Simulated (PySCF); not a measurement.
**IrS₃⁺: fields on a plane**

These are results of PBE0/[Ir def2-SVP with ECP60, S def2-SVP], scalar-relativistic core potentials, density fitting, no spin–orbit coupling, PySCF, not measurements.

The singlet minimum has Ir–S 2.060 Å (×3); S–Ir–S 120.0° (×3).

The plane holds Ir1 at (0.00, 0.00), S2 at (2.06, 0.00), S3 at (-1.03, 1.78), S4 at (-1.03, -1.78) Å. Columns run from x = -3.15 to 4.35 Å, rows from y = 4.05 (top) to -3.75 Å, in steps of 0.3 Å. Other isomers or separated fragments may lie lower. Core electrons replaced by a potential are absent, the electrostatic potential uses the reduced nuclear charge, and values within about 0.7 Å of such atoms have no physical meaning.

**Question.** Give the electron localisation function (set to 0 where the density is under 0.005 e/Å³). Lower edges of the bins: '0' 0.000, '1' 0.094, '2' 0.187, '3' 0.281, '4' 0.375, '5' 0.469, '6' 0.562, '7' 0.656, '8' 0.750, '9' 0.843; top 0.94.

**Answer.** 
```
00000000000000000000000000
00000223321000000000000000
00013455554300000000000000
00235678876530000000000000
01357999998641000000000000
03579999999852000000000000
14689920189852000000000000
24799548639852001233200000
25799556728742124565531000
14789811177422247888753100
03579987764211378999875200
01357886445642489899986310
00023442478984483006997420
00001222680085571891997420
00001222680085571891997420
00023442478984483006997420
01357886445642489899986310
03579987764211378999875200
14789811177422247888753100
25799556728742124565531000
24799548639852001233200000
14689920189852000000000000
03579999999852000000000000
01357999998641000000000000
00235678876530000000000000
00013455554300000000000000
00000223321000000000000000
```

**Question.** Give the electron density (e/Å³) (cut at 5 e/Å³). Lower edges of the bins (e/Å³): '0' 0.000, '1' 0.030, '2' 0.076, '3' 0.151, '4' 0.268, '5' 0.455, '6' 0.750, '7' 1.218, '8' 1.960, '9' 3.136; top 5.00.

**Answer.** 
```
00000000000000000000000000
00000000000000000000000000
00000011100000000000000000
00001122211000000000000000
00012344432100000000000000
00123566653210000000000000
00124678765311000000000000
00135799975421000000000000
00135799976422111111000000
00135678776432222222110000
00124567766543334443210000
00012455678875456665421000
00012245799997667886531000
00001235894498678997642100
00001235894498678997642100
00012245799997667886531000
00012455678875456665421000
00124567766543334443210000
00135678776432222222110000
00135799976422111111000000
00135799975421000000000000
00124678765311000000000000
00123566653210000000000000
00012344432100000000000000
00001122211000000000000000
00000011100000000000000000
00000000000000000000000000
```

With an element this heavy the missing spin–orbit coupling can shift these numbers.
